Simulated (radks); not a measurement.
Sr21+, 17 electrons, occupied as [Ne] 3s2 3p5.

All-electron calculation, non-relativistic Kohn-Sham, LB94 model potential, spin-polarised, spherical densities, point nucleus; open shells are filled with parallel spins first (spin-orbit coupling, left out, can overturn this in heavy ions); relativity is left out, which matters for an element this heavy. Program: a radial shooting solver on a logarithmic mesh with Libxc functionals.

Energy parts (hartree):
kinetic: 2873.74726
electron-nucleus: -6273.52757
Hartree: 605.96708
(The LB94 potential has no energy functional, so no total or exchange-correlation energy is given.)

Orbitals (lengths in bohr, moments of r in powers of bohr):
orbital  occ.  eigenvalue (hartree)       <r^4>
1s down     1             -609.5647  0.00001176
1s up       1             -609.5608  0.00001176
2s up       1             -109.5017    0.002172
2s down     1             -109.4888    0.002174
2p up       3             -102.9358    0.001469
2p down     3             -102.8991    0.001472
3s up       1             -38.36225     0.07475
3s down     1             -38.25942     0.07478
3p up       3             -36.05496     0.07026
3p down     2             -35.96315     0.07021

The highest occupied level is 3p down at -978.61 eV. The density falls to 0.001 e/bohr^3 at r = 1.19 bohr. For comparison, the ionisation energy in NIST's Atomic Spectra Database is 982 eV (semi-empirical). In exact Kohn-Sham theory the highest level is minus the ionisation energy, but local and semilocal functionals leave it too shallow, through self-interaction and a potential that decays too fast; potentials with the right tail come closer. The spin density at the nucleus is 0.210 e/bohr^3 (1s -1.080, 2s 2.438, 3s -1.149). The electron density at the nucleus is 3.824e+04 e/bohr^3. Spin moment in Bohr magnetons: 1.
